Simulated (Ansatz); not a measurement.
`C[N](C)[Mg][F]`. The species carries charge 0 and has multiplicity 1.

| atom | x (Å) | y (Å) | z (Å) |
| --- | --- | --- | --- |
| C1 | 0.399 | 1.238 | 0.257 |
| N2 | -0.208 | -0.025 | -0.073 |
| C3 | 0.719 | -1.105 | 0.141 |
| Mg4 | -1.974 | -0.235 | -0.704 |
| F5 | -3.616 | -0.431 | -1.290 |
| H6 | 1.293 | 1.445 | -0.355 |
| H7 | 0.723 | 1.283 | 1.311 |
| H8 | -0.293 | 2.074 | 0.102 |
| H9 | 1.627 | -1.005 | -0.476 |
| H10 | 0.273 | -2.076 | -0.103 |
| H11 | 1.057 | -1.164 | 1.190 |

(1) What are the harmonic wavenumbers in cm⁻¹ at PBE0-D4/def2-TZVP (Ansatz, finite differences of forces, unscaled)? (An estimate is asked.)

(2) Is this a minimum?

(3) Give the ideal-gas thermochemistry at 298.15 K and 1 bar (rigid rotor, harmonic oscillator; point group C2v, symmetry number 2).

## Answers

(1) The calculation gave: 73, 112, 171, 200, 251, 290, 319, 512, 789, 1016, 1092, 1111, 1156, 1215, 1286, 1440, 1460, 1464, 1468, 1500, 1515, 2939, 2945, 2963, 2976, 3059, 3061.

(2) Yes, all 27 modes are real.

(3) Zero-point energy 217.6 kJ/mol; H(298) − E = 239.2 kJ/mol; entropy 344.9 J/(mol·K), of which translation 164.6, rotation 106.5, vibration 73.7; G(298) − E = 136.4 kJ/mol. Modes under 100 cm⁻¹ are hindered rotations or soft bends, so the harmonic entropy is rough.
